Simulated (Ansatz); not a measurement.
Ansatz (a quantum-chemistry and plane-wave program) input (HF/6-31G*):

Ansatz 0.2 input:
```yaml
crystal:
  periodic: [false, false, false]
  atoms:
    - {symbol: C, position_ang: [2.32027000, 1.44131900, 0.18638500]}
    - {symbol: Si, position_ang: [1.79047200, -0.19802200, -0.54540300]}
    - {symbol: N, position_ang: [0.37623100, -0.85812900, 0.20356200]}
    - {symbol: Si, position_ang: [-1.29614800, -0.48941500, -0.07633400]}
    - {symbol: C, position_ang: [-2.25841000, -0.72160600, 1.51249500]}
    - {symbol: C, position_ang: [-1.42403800, 1.26701800, -0.71015400]}
    - {symbol: H, position_ang: [1.54003300, 2.19447100, 0.06048800]}
    - {symbol: H, position_ang: [2.52624900, 1.34394200, 1.25432800]}
    - {symbol: H, position_ang: [3.22530200, 1.80968100, -0.30334300]}
    - {symbol: H, position_ang: [2.88407900, -1.18852300, -0.37961300]}
    - {symbol: H, position_ang: [1.54084300, 0.00333800, -1.99593400]}
    - {symbol: H, position_ang: [0.55072700, -1.64389800, 0.81453800]}
    - {symbol: H, position_ang: [-1.88666600, -1.39387300, -1.10241900]}
    - {symbol: H, position_ang: [-3.32280600, -0.53343400, 1.35319500]}
    - {symbol: H, position_ang: [-2.15938200, -1.74234000, 1.88996300]}
    - {symbol: H, position_ang: [-1.90362000, -0.03949700, 2.28818300]}
    - {symbol: H, position_ang: [-1.08447600, 1.98392500, 0.04027400]}
    - {symbol: H, position_ang: [-2.46130400, 1.50344900, -0.95786800]}
    - {symbol: H, position_ang: [-0.83006000, 1.41338500, -1.61475300]}
basis:
  gaussian:
    orbitals: 6-31G*
hamiltonian:
  xc: {name: HF}
relax: {f_tol: 0.003, max_steps: 120}
```

From the output:

```
integrals: 0.09 GiB planned
1450 factors; integrals over basis functions are off by at most 6.2e-4 eV
mean field: 0.70 GiB planned
mean field -20504.69461544 eV, -753.5336285362 hartree, gradient 1.1e-5 eV, S^2 0.000000; 0 other end points of the search recorded, 0 dependent functions left out
the calculation of the forces begins
reference -20504.69461544 eV, -753.5336285362 hartree; 33, 33 occupied and 91, 91 virtual orbitals, 1450 factors
relax step  24: F+E_penalty+E_count = -20504.69461544 eV  Δ(F+E_penalty+E_count) = -6.062e-6 eV  max|allowed force component| = 4.235e-3 eV/Å  Δτ_max = 0.0092 Å  (24 SCF iters, accepted)
these checks for a lower state are left out or cut short: starts, cluster_reference, orbital_swaps, neighbouring_geometries, increment
integrals: 0.09 GiB planned
1450 factors; integrals over basis functions are off by at most 6.2e-4 eV
mean field: 0.70 GiB planned
mean field -20504.69461746 eV, -753.5336286105 hartree, gradient 4.2e-5 eV, S^2 0.000000; 0 other end points of the search recorded, 0 dependent functions left out
the calculation of the forces begins
reference -20504.69461746 eV, -753.5336286105 hartree; 33, 33 occupied and 91, 91 virtual orbitals, 1450 factors
relax step  25: F+E_penalty+E_count = -20504.69461746 eV  Δ(F+E_penalty+E_count) = -2.020e-6 eV  max|allowed force component| = 3.836e-3 eV/Å  Δτ_max = 0.0008 Å  (20 SCF iters, accepted)
these checks for a lower state are left out or cut short: starts, cluster_reference, orbital_swaps, neighbouring_geometries, increment
integrals: 0.09 GiB planned
1450 factors; integrals over basis functions are off by at most 6.2e-4 eV
mean field: 0.70 GiB planned
mean field -20504.69461785 eV, -753.5336286247 hartree, gradient 3.2e-5 eV, S^2 0.000000; 0 other end points of the search recorded, 0 dependent functions left out
the calculation of the forces begins
reference -20504.69461785 eV, -753.5336286247 hartree; 33, 33 occupied and 91, 91 virtual orbitals, 1450 factors
relax step  26: F+E_penalty+E_count = -20504.69461785 eV  Δ(F+E_penalty+E_count) = -3.864e-7 eV  max|allowed force component| = 2.073e-3 eV/Å  Δτ_max = 0.0009 Å  (20 SCF iters, accepted)
integrals: 0.09 GiB planned
1450 factors; integrals over basis functions are off by at most 6.2e-4 eV
mean field: 0.70 GiB planned
mean field -20504.69461785 eV, -753.5336286247 hartree, gradient 3.2e-5 eV, S^2 0.000000; 1 other end points of the search recorded, 0 dependent functions left out
the calculation of the forces begins
reference -20504.69461785 eV, -753.5336286247 hartree; 33, 33 occupied and 91, 91 virtual orbitals, 1450 factors
Total energy: -20504.69461785 eV, -753.5336286247 hartree
Atom 0 at     2.860917     1.285861     0.106581 Å, force    -0.000025    -0.000516    -0.000100 eV/Å
Atom 1 at     1.816300    -0.170313    -0.477665 Å, force    -0.000762     0.000269     0.000786 eV/Å
Atom 2 at     0.362163    -0.360093     0.445310 Å, force     0.000079     0.000392    -0.002073 eV/Å
Atom 3 at    -1.300207    -0.376851    -0.075438 Å, force     0.000106     0.000063     0.000869 eV/Å
Atom 4 at    -2.357743    -0.932949     1.384436 Å, force     0.000058    -0.000002    -0.000084 eV/Å
Atom 5 at    -1.867901     1.313665    -0.690159 Å, force     0.000200    -0.000241     0.000028 eV/Å
Atom 6 at     2.313927     2.220939     0.025300 Å, force    -0.000071     0.000066    -0.000029 eV/Å
Atom 7 at     3.159673     1.168558     1.145624 Å, force     0.000029     0.000034    -0.000056 eV/Å
Atom 8 at     3.768860     1.375778    -0.484907 Å, force    -0.000018     0.000015     0.000009 eV/Å
Atom 9 at     2.657814    -1.387662    -0.412564 Å, force     0.000178     0.000072     0.000015 eV/Å
Atom 10 at     1.404504     0.034792    -1.881750 Å, force     0.000222    -0.000024    -0.000172 eV/Å
Atom 11 at     0.490648    -0.541336     1.422242 Å, force    -0.000045    -0.000253     0.000944 eV/Å
Atom 12 at    -1.467503    -1.334639    -1.193102 Å, force     0.000106     0.000222    -0.000068 eV/Å
Atom 13 at    -3.408498    -0.972707     1.109297 Å, force    -0.000041    -0.000003     0.000057 eV/Å
Atom 14 at    -2.072690    -1.923078     1.730091 Å, force    -0.000024     0.000008    -0.000019 eV/Å
Atom 15 at    -2.268575    -0.248807     2.225376 Å, force    -0.000022     0.000005    -0.000020 eV/Å
Atom 16 at    -1.809018     2.061546     0.096810 Å, force     0.000020    -0.000133    -0.000092 eV/Å
Atom 17 at    -2.897832     1.277541    -1.038187 Å, force     0.000066    -0.000071     0.000022 eV/Å
Atom 18 at    -1.257543     1.661544    -1.519708 Å, force    -0.000057     0.000099    -0.000017 eV/Å
Dipole moment:    -0.013609     0.107349     0.281493 e Å
```

The geometry given is a B3LYP-D3(BJ)/def2-TZVP minimum.
